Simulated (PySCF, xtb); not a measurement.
C₄H₆O₂Si, SMILES Oc1ccoc1[SiH3].

GFN2-xTB (xtb) at its own geometry gives an orbital gap of 4.09 eV and a dipole moment of 2.04 D.

Coordinates come from a r2SCAN-D4/def2-SVP optimisation. This is a generated structure with no PubChem entry under its InChIKey; it may be hypothetical. Other conformers were not sampled.

### Question
What does M06-2X/def2-TZVP (PySCF) give? (Estimate from the structure and the level; the computed values follow.)

### Answer
gap 8.05 eV (levels -7.45 and 0.60 eV), dipole 2.74 D.
